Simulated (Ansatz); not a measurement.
Reaction (hydrogenolysis of the Si–O bond): `N[SiH2][Si](N)(O)O` + H₂ → `N[SiH2][SiH](N)O` + H₂O

Gas-phase electronic energies from Ansatz, PBE0-D4/def2-TZVP geometries. CCSD(T)/CBS is the MP2 limit (def2-TZVPP, def2-QZVPP) plus CCSD(T) − MP2 in def2-TZVPP, frozen cores. This one scheme is used for every species. One conformer a species, not always the lowest.

```tsv
species	CCSD(T)/CBS(def2) energy (Eh)
`N[SiH2][Si](N)(O)O`	-842.89945
H₂	-1.17544
`N[SiH2][SiH](N)O`	-767.65785
H₂O	-76.37941
```

(1) Work out ΔE.

Largest T1 diagnostic among the species: 0.012.

## Answers

(1) ΔE = (-767.65785) + (-76.37941) − (-842.89945) − (-1.17544) = 0.03763 Eh = +1.02 eV.

The D4 term adds +0.07 eV with B3LYP and +0.04 eV with PBE0; it sums over pairs of atoms, weighted by their polarisabilities, and B3LYP, whose exchange is more repulsive, gets the larger term. In def2-TZVPP, CCSD(T) changes the Hartree–Fock value by +0.04 eV (the triples alone add +0.02 eV) and MP2 by +0.09 eV.

B3LYP here is the variant with VWN-RPA as its local correlation; programs differ in this.
